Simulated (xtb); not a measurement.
H2Te, SMILES [TeH2]. All values are semi-empirical tight-binding results from xtb (GFN2-xTB unless named), good for trends rather than for accurate numbers. The structure is a stationary point at GFN2-xTB.

Optimised geometry:

```xyz
3

Te     0.0000     0.0000    -0.0438
H      0.0000    -1.1365     1.1395
H      0.0000     1.1365     1.1395
```

Estimate the properties. (Estimate from the structure and the level; the computed values follow.)


- point group as xtb finds it = C2v
- orbital gap = 4.49 eV
- zero-point energy = 6.9 kcal/mol
- G − E(el) at 298.15 K (modified RRHO) = -6.9 kcal/mol
- static polarisability (D4 model) = 43.4 bohr³
- solvation energy, GFN2-xTB/ALPB(water) = -0.9 kcal/mol
- solvation energy, GFN2-xTB/ALPB(thf) = -2.5 kcal/mol

Computed atomic charges:
charges (e) Te1 0.00, H2 0.00, H3 0.00.
